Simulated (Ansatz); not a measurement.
Geometry optimisation, Ansatz 0.2.0, RKS PBE-D4/def2-SVP.

The input (input.yaml):

```yaml
crystal:
  periodic: [false, false, false]
  atoms:
    - { symbol: Al, position_ang: [-0.263629, -0.129353, -0.079896] }
    - { symbol: O, position_ang: [-0.030557, -1.780215, 0.639145] }
    - { symbol: S, position_ang: [-2.105386, -0.301997, -1.244886] }
    - { symbol: H, position_ang: [-1.794233, -1.558126, -0.802953] }
    - { symbol: C, position_ang: [1.057044, 1.287848, 0.114604] }
    - { symbol: H, position_ang: [-0.829014, -2.25763, 0.916347] }
    - { symbol: H, position_ang: [0.631917, 2.153906, 0.663534] }
    - { symbol: H, position_ang: [1.388101, 1.656611, -0.878112] }
    - { symbol: H, position_ang: [1.945757, 0.928857, 0.672318] }
basis:
  gaussian: { orbitals: def2-SVP }
hamiltonian:
  xc: pbe
  dispersion: d4
relax:
  f_tol: 0.03
  max_steps: 50
```

Run as:

```bash
$ ansatz run input.yaml --threads 2 --pin off --max-ram 3072MiB --backend cpu --events-out ev --progress --plain --runs-dir out
```

Question: Where does it end, and by what steps?

Answer: The forces met the threshold. After 7 steps the energy has fallen by 0.367 eV; H4 moved furthest, 0.66 Å.

```
step  energy less start (eV)  largest force component (eV/Å)  accepted
   0                  0.0000                           1.488       yes
   1                 -0.1837                           1.044       yes
   2                 -0.2810                           0.758       yes
   3                 -0.3325                           0.408       yes
   4                 -0.3341                           0.731       yes
   5                 -0.3587                           0.352       yes
   6                 -0.3668                           0.033       yes
   7                 -0.3674                           0.026       yes
```

```xyz
9
Properties=species:S:1:pos:R:3
Al -0.195 -0.264 -0.017
O 0.091 -1.641 0.972
S -1.911 -0.179 -1.409
H -2.382 -1.414 -1.079
C 1.028 1.247 0.110
H -0.456 -2.440 1.006
H 0.554 2.095 0.649
H 1.320 1.625 -0.892
H 1.950 0.971 0.660
```

Whether the end is a true minimum wasn't checked by a vibrational analysis.

Run time: 9 s on 2 threads of Intel(R) Xeon(R) Platinum 8488C (Sapphire Rapids), with other jobs on the host, peak memory 0.17 GiB.
